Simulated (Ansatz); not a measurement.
`CS[SiH](C)Cl`, relaxed with RKS PBE-D4/def2-SVP in the Gaussian-basis code of Ansatz from a rough embedded geometry. The force threshold is 0.03 eV/Å; the program also tests the step.

Total charge 0; spin multiplicity 1.

Start:

```xyz
12

C    -1.482   -1.777    0.592
S    -0.877   -0.221    1.104
Si    0.416    0.327   -0.515
C     1.228    1.983   -0.071
Cl    1.897   -1.076   -0.661
H    -2.053   -1.740   -0.376
H    -0.720   -2.558    0.518
H    -2.248   -2.171    1.361
H    -0.298    0.297   -1.760
H     1.899    2.258   -0.942
H     1.783    1.941    0.781
H     0.455    2.737   -0.031
```

```
step  energy (eV)  largest force (eV/Å)  largest move (Å)
   1  -33397.7531                 4.353             0.000
   2  -33398.0897                 1.318             0.114
   3  -33398.1512                 0.342             0.064
   4  -33398.1624                 0.124             0.060
   5  -33398.1640                 0.029             0.018
```

End:

```xyz
12

C    -1.509   -1.798    0.579
S    -0.888   -0.166    1.152
Si    0.422    0.310   -0.476
C     1.206    1.973   -0.117
Cl    1.915   -1.155   -0.664
H    -2.081   -1.706   -0.365
H    -0.671   -2.509    0.442
H    -2.181   -2.176    1.372
H    -0.320    0.286   -1.784
H     1.920    2.235   -0.923
H     1.758    1.945    0.845
H     0.429    2.763   -0.060
```

It took 9.5 s on 4 threads of an Arm Neoverse V1 on a shared host, with 0.17 GiB of host memory at the peak.
